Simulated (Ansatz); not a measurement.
# Molecular dynamics of H3C2N

The input (input.yaml):

```yaml
crystal:
  lattice:
    - [8.311659, 0.0, 0.0]
    - [0.0, 8.311659, 0.0]
    - [0.0, 0.0, 8.311659]
  atoms:
    - { symbol: C, position: [1.01673357, 0.13703746, 0.41835771] }
    - { symbol: C, position: [0.96773977, 0.18948784, 0.57752821] }
    - { symbol: "N", position: [0.93135537, 0.23008971, 0.70625948] }
    - { symbol: H, position: [0.96753139, 0.21843733, 0.32672857] }
    - { symbol: H, position: [1.14878042, 0.13900688, 0.41114381] }
    - { symbol: H, position: [0.97389814, 0.0140695, 0.39507797] }
    - { symbol: C, position: [0.46019968, 0.79237888, 0.2961923] }
    - { symbol: C, position: [0.42655737, 0.63977662, 0.37447759] }
    - { symbol: "N", position: [0.397181, 0.51723996, 0.43594367] }
    - { symbol: H, position: [0.43068459, 0.89262929, 0.37818202] }
    - { symbol: H, position: [0.58970734, 0.7993397, 0.26606173] }
    - { symbol: H, position: [0.38904885, 0.79889615, 0.1838555] }
    - { symbol: C, position: [0.13975426, 0.78127242, 0.67156459] }
    - { symbol: C, position: [0.20648366, 0.73138481, 0.82477423] }
    - { symbol: "N", position: [0.26031945, 0.69280419, 0.94801122] }
    - { symbol: H, position: [0.21437356, 0.87962366, 0.62227893] }
    - { symbol: H, position: [0.13862353, 0.67944335, 0.58578829] }
    - { symbol: H, position: [0.01471241, 0.82401063, 0.68843983] }
    - { symbol: C, position: [0.4255238, 0.33053276, 0.7814254] }
    - { symbol: C, position: [0.40961276, 0.19968411, 0.66677547] }
    - { symbol: "N", position: [0.39479393, 0.09473, 0.57522812] }
    - { symbol: H, position: [0.47057603, 0.28461293, 0.89698934] }
    - { symbol: H, position: [0.5079286, 0.42262303, 0.73439308] }
    - { symbol: H, position: [0.3079455, 0.38716213, 0.80180463] }
    - { symbol: C, position: [0.76692802, 0.46754966, 0.11450261] }
    - { symbol: C, position: [0.84665788, 0.59850586, 0.19871126] }
    - { symbol: "N", position: [0.90724641, 0.70577905, 0.26520456] }
    - { symbol: H, position: [0.69255104, 0.51791882, 0.01749256] }
    - { symbol: H, position: [0.85616021, 0.3868932, 0.05934115] }
    - { symbol: H, position: [0.68990725, 0.4003994, 0.19851811] }
    - { symbol: C, position: [0.78269693, 0.98722871, 0.98608444] }
    - { symbol: C, position: [0.73238232, 0.85118367, 0.88894104] }
    - { symbol: "N", position: [0.6949336, 0.74066288, 0.81184407] }
    - { symbol: H, position: [0.8225453, 1.08626407, 0.90757689] }
    - { symbol: H, position: [0.68241622, 1.02818396, 1.062037] }
    - { symbol: H, position: [0.88195456, 0.9493604, 1.06477032] }
basis:
  ecutwfc: 420.0
kpoints:
  mp_grid: { grid: [1, 1, 1] }
hamiltonian:
  xc: pbe
  dispersion: d3bj
scf:
  occupations: { method: fermi_dirac, width: 0.05 }
  lower_state_search: "off"
md:
  timestep: 0.5
  n_steps: 180
  ensemble: nvt_langevin
  temperature: 500.0
  initial_velocities: maxwell_boltzmann
  seed: 627925
  friction: 0.02
```

Run as:

```bash
$ ansatz run input.yaml --threads 1 --pin off --max-ram 3072MiB --backend cpu --events-out ev --progress --plain --runs-dir out
```

It starts from a partly relaxed structure (largest force component 0.27 eV/Å).

Output, in part (step lines):

```
md step     0: t =     0.00 fs  T =   486.1 K  F+E_penalty+E_count = -5602.13113363 eV  E_kin = 2.262050 eV  (11 SCF iters)
md step     1: t =     0.50 fs  T =   476.8 K  F+E_penalty+E_count = -5602.09787631 eV  E_kin = 2.218800 eV  (8 SCF iters)
md step     2: t =     1.00 fs  T =   431.2 K  F+E_penalty+E_count = -5601.99860683 eV  E_kin = 2.006741 eV  (9 SCF iters)
md step     3: t =     1.50 fs  T =   421.5 K  F+E_penalty+E_count = -5601.85625649 eV  E_kin = 1.961179 eV  (9 SCF iters)
md step     4: t =     2.00 fs  T =   390.0 K  F+E_penalty+E_count = -5601.69787562 eV  E_kin = 1.815015 eV  (9 SCF iters)
md step     5: t =     2.50 fs  T =   374.4 K  F+E_penalty+E_count = -5601.54907000 eV  E_kin = 1.742034 eV  (7 SCF iters)
md step     6: t =     3.00 fs  T =   356.3 K  F+E_penalty+E_count = -5601.42541931 eV  E_kin = 1.658009 eV  (6 SCF iters)
md step     7: t =     3.50 fs  T =   363.5 K  F+E_penalty+E_count = -5601.34227746 eV  E_kin = 1.691265 eV  (6 SCF iters)
[... lines left out ...]
```

The steps, from the saved trajectory:

```
time (fs)  T (K)  potential energy less start (eV)
      0.0    486                             0.000
      3.0    356                             0.706
      6.0    336                             0.922
      9.0    290                             1.131
     12.0    402                             0.856
     15.0    401                             0.879
     18.0    392                             1.123
     21.0    358                             1.353
     24.0    399                             1.349
     27.0    335                             1.701
     30.0    426                             1.440
     33.0    388                             1.505
     36.0    427                             1.423
     39.0    488                             1.429
     42.0    414                             1.748
     45.0    424                             1.637
     48.0    343                             1.750
     51.0    399                             1.283
     54.0    317                             1.634
     57.0    357                             1.419
     60.0    355                             1.538
     63.0    392                             1.279
     66.0    387                             1.501
     69.0    360                             1.527
     72.0    390                             1.485
     75.0    367                             1.444
     78.0    431                             1.331
     81.0    376                             1.706
     84.0    416                             1.665
     87.0    407                             1.623
     90.0    415                             1.474
```

All steps were run. The mean temperature of the second half is 23 % below the set value. A run of 0.09 ps of so small a system gives no equilibrium averages. Limits of this set-up: coarse k mesh.

Mean squared displacements from the first frame to the last, about the centre of mass: C 0.11 Å², N 0.14 Å², H 0.59 Å².

Last frame:

```xyz
36
Lattice="8.3117 0.0000 0.0000 0.0000 8.3117 0.0000 0.0000 0.0000 8.3117" Properties=species:S:1:pos:R:3
C 8.723 1.468 3.539
C 8.150 1.714 4.962
N 7.486 2.083 5.840
H 8.651 2.347 2.903
H 9.774 1.139 3.617
H 8.184 0.635 3.041
C 3.792 6.538 2.062
C 3.694 5.376 2.885
N 3.428 4.500 3.582
H 3.733 7.400 2.722
H 4.698 6.624 1.454
H 2.888 6.511 1.442
C 1.248 6.301 5.345
C 1.689 5.991 6.665
N 2.252 5.802 7.647
H 2.071 6.470 4.656
H 0.604 5.604 4.825
H 0.696 7.231 5.399
C 3.911 2.681 6.190
C 3.816 1.538 5.421
N 3.553 0.576 4.769
H 3.253 2.789 7.038
H 4.919 2.756 6.655
H 3.913 3.488 5.547
C 6.408 4.007 1.036
C 6.977 5.113 1.931
N 7.243 6.167 2.426
H 5.884 4.474 0.179
H 7.195 3.394 0.587
H 5.787 3.341 1.668
C 6.978 8.007 7.731
C 6.190 6.831 7.237
N 5.706 5.819 6.815
H 7.580 8.454 6.909
H 6.325 8.870 8.082
H 7.596 7.785 8.587
```

Time of the run: 10 min on 1 thread of Intel(R) Xeon(R) Platinum 8488C (Sapphire Rapids), with other jobs on the host, peak memory 0.59 GiB.
